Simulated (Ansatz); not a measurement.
TaF5. Total charge 0; singlet. Geometry PBE0-D4/def2-SVP; atoms count from 1.

```
atom    x (Å)    y (Å)    z (Å)
 Ta1   0.0000   0.0000   0.0000
  F2   1.0424  -1.0858  -1.1264
  F3  -1.0423   1.0861   1.1262
  F4   0.2007   1.4157  -1.1793
  F5   1.2239  -0.2460   1.3699
  F6  -1.4247  -1.1701  -0.1903
```

In the def2 sets Ta takes a core potential; there is no spin–orbit coupling.

Estimate the Mulliken populations from the PBE0/def2-TZVP orbitals of Ansatz.


```csv
atom,charge (e),d electrons
Ta1,1.76,2.25
F2,-0.37,–
F3,-0.37,–
F4,-0.34,–
F5,-0.34,–
F6,-0.34,–
```
Mulliken values depend strongly on the basis.

And the Mayer bond orders between heavy atoms (over 0.3)?

Ta1–F2 1.02 (1.88 Å); Ta1–F3 1.02 (1.88 Å); Ta1–F4 1.06 (1.85 Å); Ta1–F5 1.06 (1.85 Å); Ta1–F6 1.06 (1.85 Å).
